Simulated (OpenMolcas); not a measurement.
## Si I: CASPT2 settings compared

```json
{"Program": "OpenMolcas 26.06", "Basis": "ANO-RCC-VTZP [5s4p2d1f]", "Scalar Hamiltonian": "DKH2, point nucleus", "Active space": "4 electrons in 8 orbitals (3s 3p 4s 4p)", "State averaging": "2S+1 = 3 even, 3 roots; 2S+1 = 1 even, 6 roots; 2S+1 = 5 odd, 1 root; 2S+1 = 3 odd, 8 roots", "Spin-orbit coupling": "RASSI with atomic mean-field integrals over the reference wave functions, term energies averaged over their components"}
```

Methods on the same reference wave functions:
A. CASSCF
B. SS-CASPT2, IPEA 0.75 Eh, sigma2 regulariser 0.25 Eh (closed shells correlated: 2s 2p)
C. XMS-CASPT2, IPEA 0.35 Eh, real shift 0.1 Eh (closed shells correlated: 2s 2p)
D. XMS-CASPT2, IPEA 0.4 Eh, sigma2 regulariser 0.5 Eh (closed shells correlated: 2s 2p)

Energies in cm-1 above 3s2 3p2 3P0, the measured ground level; measured values from NIST Handbook of Basic Atomic Spectroscopic Data.

```
       Level      A      B      C      D  Measured
 3s2 3p2 3P0    0.0    0.0    0.0    0.0       0.0
 3s2 3p2 3P1   63.0   63.1   62.9   62.9      77.1
 3s2 3p2 3P2    184    184    183    183       223
 3s2 3p2 1D2   8261   6310   6460   6440      6299
 3s2 3p2 1S0  14207  14000  14910  14920     15394
3s 3p3 5S* 2  24825  29380  30620  30580     33326
3s 3p3 3D* 1  53786  49640  46340  51870          
3s 3p3 3D* 2  53804  49660  46360  51890          
3s 3p3 3D* 3  53835  49690  46390  51920     45322
3s 3p3 3P* 0  61133  58830  57560  60530          
3s 3p3 3P* 1  61148  58850  57580  60540          
3s 3p3 3P* 2  61178  58880  57610  60570
```

Deviations, from unrounded energies. A percentage is the sum of absolute deviations over the sum of measured energies, with the sign that they share, or ± where signs differ.

| Against measurement | Levels | A | B | C | D |
| --- | --- | --- | --- | --- | --- |
| mean absolute deviation (cm-1) | 6 | 3400 | 1600 | 750 | 1700 |
| fine structure of the ground term (%) | 2 | -17.8 | -17.9 | -17.9 | -17.9 |
| other terms of the ground configuration (%) | 2 | ±14.5 | ±6.5 | ±3.0 | ±2.8 |
| other configurations (%) | 2 | ±21.6 | ±10.6 | ±4.8 | ±11.9 |

C lies closest to measurement on these levels and A furthest from it. The largest miss of C in the table is 3s 3p3 5S* 2, by -2700 cm-1. The ranking rests on the paired levels alone, and a cruder setting can come out closer through cancelling errors.

Among B to D the level of the table that moves most is 3s 3p3 3D* 3, by 5500 cm-1 (lowest in C, highest in D). Moves below CASPT2's spread within the term are not significant.

From A to B the spin-free energies of the other terms of 3s2 3p2 shown, above 3P, scale by factors of 0.76 to 0.99.

The lowest spin-free term lies below A's lowest term by 0.057 hartree in B, 0.064 hartree in C, 0.064 hartree in D.

CASPT2 does not keep the components of a term degenerate, so their means are used; among the terms shown or strongly mixed into the levels shown the widest spread is 700 cm-1 (3s 3p3 3D*, C). Over all roots computed the reference weight is 0.88 to 0.98 in C; the roots of lowest weight are the least certain, and an intruder state may touch them. Active for correlation alone: 4p 4s; no level in the range computed is led by a configuration that fills them, so any true level of that kind is missing. Terms of s pⁿ other than that of highest spin mix with s² pⁿ⁻² d, which this space lacks; all of them can be thousands of cm-1 off, and some have no real level of that name. Without dynamic correlation excited terms often stand tens of per cent too high (terms of higher spin than the ground term too low), and those without a measured partner can miss by more than the paired ones (holds for A). Measured partners are found by configuration, term and J. A level has none where our copy of the source lacks it or the pairing is in doubt (some pairs that miss far off the trend of their configuration count as doubtful), and it then counts in no deviation. Only configurations of the active space appear.

* marks odd parity.
